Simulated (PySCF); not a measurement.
**[AuCl2(H2O)2]− at several levels of theory**

Computed with PySCF 2.14.0 (density fitting, no spin-orbit coupling) at the geometry relaxed with r2SCAN:

```xyz
9
[AuCl2(H2O)2]− (singlet)
Au    0.0000    0.0000    0.4754
Cl    1.6334    1.6334    0.4260
Cl   -1.6334   -1.6334    0.4260
O     1.6516   -1.6516   -1.6838
H     0.8079   -1.8638   -1.2537
H     1.8638   -0.8079   -1.2537
O    -1.6516    1.6516   -1.6838
H    -0.8079    1.8638   -1.2537
H    -1.8638    0.8079   -1.2537
```

| level | basis | state | HOMO (eV) | gap (eV) | charge on Au1 (e) | dipole about the centre of mass (D) | largest force component (eV/Å) |
| --- | --- | --- | --- | --- | --- | --- | --- |
| r2SCAN | Au def2-SVP with ECP60, Cl def2-SVP, O def2-SVP, H def2-SVP | singlet | -2.00 | 4.94 | -0.19 | 2.34 | 0.15 |
| TPSS | the same | singlet | -1.75 | 4.66 | -0.23 | 2.28 | 0.39 |
| HF | the same | singlet | -6.32 | 13.05 | 0.08 | 2.57 | 1.23 |
| CAM-B3LYP | the same | singlet | -4.34 | 9.13 | -0.20 | 2.40 | 0.27 |
| r2SCAN | Au def2-TZVP with ECP60, Cl def2-TZVP, O def2-TZVP, H def2-TZVP | singlet | -2.40 | 4.86 | 0.11 | 2.68 | 0.23 |
| r2SCAN | Au x2c-SVPall, Cl x2c-SVPall, O x2c-SVPall, H x2c-SVPall | singlet | -2.02 | 4.93 | -0.42 | 2.28 | 0.04 |

Charges are Mulliken's, which hang on the basis. The relaxation used the grid (50, 194), these runs (75, 302) or, all-electron (x2c bases, spin-free X2C Hamiltonian), (99, 590).

What does B3LYP with Au def2-SVP with ECP60, Cl def2-SVP, O def2-SVP, H def2-SVP give here?

state singlet, HOMO (eV) -2.73, gap (eV) 6.23, charge on Au1 (e) -0.22, dipole about the centre of mass (D) 2.35, largest force component (eV/Å) 0.32. Time: 7.5 s on 2 threads of Arm Neoverse V1, with other jobs on the host, from an already converged density.

In the first row's basis the gap widens with exact exchange: 4.7 to 4.9 eV for TPSS, r2SCAN (none); 6.2 eV for B3LYP (a fixed share); 9.1 to 13.0 eV for CAM-B3LYP, Hartree–Fock (rising or full at long range).

No frequency check is given that shows the relaxed geometry to be a minimum.
